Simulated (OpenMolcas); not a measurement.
# W: terms and fine structure

- Program: OpenMolcas 26.06
- Method: MS-CASPT2, IPEA 0.25 Eh, imaginary shift 0.1 Eh (closed shells correlated: 5s 5p)
- Basis: ANO-RCC-VTZP [8s7p5d3f2g1h]
- Scalar Hamiltonian: DKH2, point nucleus
- Active space: 6 electrons in 6 orbitals (5d 6s)
- State averaging: 2S+1 = 5 even, 30 roots; 2S+1 = 7 even, 1 root kept (CI in the orbitals of an earlier block); 2S+1 = 3 even, 55 roots kept (CI in the orbitals of an earlier block); 2S+1 = 1 even, 30 roots kept (CI in the orbitals of an earlier block)
- Spin-orbit coupling: state interaction with AMFI integrals over the reference wave functions, term energies averaged over their components

With spin-orbit coupling, above the lowest level:

```
Configuration  Term  J  E (eV)  Measured (eV)  Term weight %         Second
      5d⁴ 6s²    ⁵D  0  0.0000         0.0000             81          14 ³P
      5d⁴ 6s²    ⁵D  1  0.1436         0.2071             88           7 ³P
       5d⁵ 6s    ⁷S  3  0.2028         0.3659             95           5 ⁵P
      5d⁴ 6s²    ⁵D  2   0.327         0.4123             93    4 5d⁵ 6s ⁵D
      5d⁴ 6s²    ⁵D  3   0.509         0.5988             92    4 5d⁵ 6s ⁵D
      5d⁴ 6s²    ⁵D  4   0.686         0.7711             89           7 ³F
      5d⁴ 6s²    ³P  0   1.367         1.1479             64          23 ¹S
      5d⁴ 6s²    ³H  4   1.791                            49          18 ³G
      5d⁴ 6s²    ³P  1   1.828         1.6499             79          16 ³D
      5d⁴ 6s²    ³G  3   1.947                            49          20 ³F
      5d⁴ 6s²    ³D  2   1.984                            45          32 ³P
      5d⁴ 6s²    ³H  5   2.075                            65          34 ³G
      5d⁴ 6s²    ³D  3   2.140                            53          18 ³F
      5d⁴ 6s²    ³F  2   2.204                            94    2 5d⁵ 6s ⁵S
      5d⁴ 6s²    ³H  4   2.262                            36          33 ³F
      5d⁴ 6s²    ³H  6   2.286                            85          13 ¹I
      5d⁴ 6s²    ³G  4   2.337                            43          25 ³F
       5d⁵ 6s    ⁵S  2   2.362                            58  17 5d⁴ 6s² ³D
      5d⁴ 6s²    ³F  3   2.392                            57          30 ³G
      5d⁴ 6s²    ³D  1   2.486                            79          14 ³P
       5d⁵ 6s    ⁵G  2   2.486                            52  13 5d⁴ 6s² ³P
       5d⁵ 6s    ⁵G  3   2.564                            82   7 5d⁴ 6s² ³D
       5d⁵ 6s    ⁵G  4   2.564                            82           5 ⁵D
      5d⁴ 6s²    ³G  5   2.597                            62          35 ³H
       5d⁵ 6s    ⁵P  2   2.603                            33          19 ⁵D
       5d⁵ 6s    ⁵G  5   2.641                            95   3 5d⁴ 6s² ³G
       5d⁵ 6s    ⁵G  6   2.681                            98               
       5d⁵ 6s    ⁵D  3   2.738                            48          33 ⁵P
       5d⁵ 6s    ⁵P  1   2.742                            64          30 ⁵D
      5d⁴ 6s²    ¹S  0   2.748                            76          23 ³P
      5d⁴ 6s²    ³P  2   2.860                            35          22 ³D
       5d⁵ 6s    ⁵D  4   2.961                            80          10 ⁵G
       5d⁵ 6s    ⁵D  0   3.059                            95   5 5d⁴ 6s² ⁵D
      5d⁴ 6s²    ¹G  4   3.097                            55          20 ³F
      5d⁴ 6s²    ¹I  6   3.124                            86          14 ³H
       5d⁵ 6s    ⁵D  1   3.180                            61          33 ⁵P
       5d⁵ 6s    ⁵D  2   3.273                            44          43 ⁵P
       5d⁵ 6s    ⁵P  3   3.304                            48          33 ⁵D
      5d⁴ 6s²    ¹F  3   3.462                            80           5 ³D
```

Against the 7 measured excited levels shown (NIST Handbook of Basic Atomic Spectroscopic Data) the mean absolute deviation is 1000 cm-1; the largest miss in energy is 5d⁴ 6s² ³P₀ [64 %]: computed 1.367, measured 1.1479 eV (+19.1 %), and the largest in proportion 5d⁵ 6s ⁷S₃ (-44.6 %).

Spin-orbit coupling puts the lowest level 0.3262 eV below the lowest spin-free term.

For ⁵D the intervals divided by the larger J are 1157.9, 740.8, 489.0, 356.0 cm-1. Landé's interval rule makes them equal in pure LS coupling; they differ by 117 % of their mean. The multiplet is regular.

Term energies are means over components that CASPT2 splits; among the terms shown or strongly mixed into the levels shown the widest spread is 1700 cm-1 (5d⁴ 6s² ¹F). Terms from blocks run as CI alone lack orbitals of their own. Configurations are named by rounded mean occupations; where the s occupation lies near a half they are strongly mixed, a name can repeat and a true partner stay unpaired. A single d shell beside an s shell can misplace configurations of different d count against each other. The CASPT2 spread within a term exceeds the gap to the next term for 5d⁴ 6s² ³F and 5d⁴ 6s² ³H, 5d⁴ 6s² ³H and 5d⁴ 6s² ³G, 5d⁴ 6s² ³G and 5d⁴ 6s² ³D and others, so the order of their levels is uncertain, and so are names and mixing where such terms share a J. The lowest spin-free term belongs to 5d⁵ 6s, not to the configuration of the lowest level. Some terms miss by over 15 % even with CASPT2, which points to a basis or an active space too small for the shells correlated. Measured partners are found by configuration, term and J. A level has none where our copy of the source lacks it or the pairing is in doubt (some pairs that miss far off the trend of their configuration count as doubtful), and it then counts in no deviation. Only configurations of the active space appear. The first state left out of the spin-orbit step lies near 37000 cm-1 above the lowest spin-free state of the reference (among the parities and spins computed), and the list stops at four fifths of that energy or lower.

The CASPT2 steps took 64 s on 1 thread of AMD EPYC 9R14 (Zen 4), with other jobs on the host; the integral step is not counted.

The term weight is that of the spin-free term in the level, not the purity of its configuration. A share in square brackets marks a mixed level and gives the weight of the term that names it.
